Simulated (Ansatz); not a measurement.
Reaction (ligand exchange at a Zr–F bond): `[CH3][Zr]([OH])([OH])[F]` + `CNC` → `C[N](C)[Zr]([CH3])([OH])[OH]` + H–F

Isolated molecules relaxed with PBE0-D4/def2-TZVP in Ansatz; ΔE leaves out vibrations. CCSD(T)/CBS adds triple-zeta CCSD(T) − MP2 to the extrapolated MP2 energy (def2 sets, frozen cores). This one scheme is used for every species. DFT in def2-TZVPP. Elements past krypton have def2 core potentials. For Zr outer-core shells are correlated without core-valence functions, which leaves a few kJ/mol of doubt a bond. Each species was taken in one conformer, which may not be the lowest.

CCSD(T)/CBS gives +108.0 kJ/mol.

**Question.** Another level gave +121.6 kJ/mol. Which?
A. SCS-MP2/def2-TZVPP
B. BLYP-D4/def2-TZVPP
C. r2SCANh/def2-TZVPP
D. r2SCAN0-D4/def2-TZVPP

**Answer.** D. r2SCAN0-D4 121.6, r2SCANh 126.4, BLYP-D4 116.8, SCS-MP2/def2-TZVPP 108.2 kJ/mol.

Largest T1 diagnostic among the species: 0.016.

At CCSD(T), def2-SVP lies +12.0 kJ/mol from the extrapolated value and def2-TZVPP −2.9 kJ/mol. Leaving LDA and LC-ωPBE aside and taking each functional with its dispersion term where it has one, the values, not all of them listed here, spread over 17.3 kJ/mol, from revPBE-D4 to ωB97X-V. LDA lies −13.0 kJ/mol from PBE without D4.

CCSD(T)/CBS has its own doubt, a few kJ/mol and more with outer-core shells, so smaller differences from it don't rank the levels.
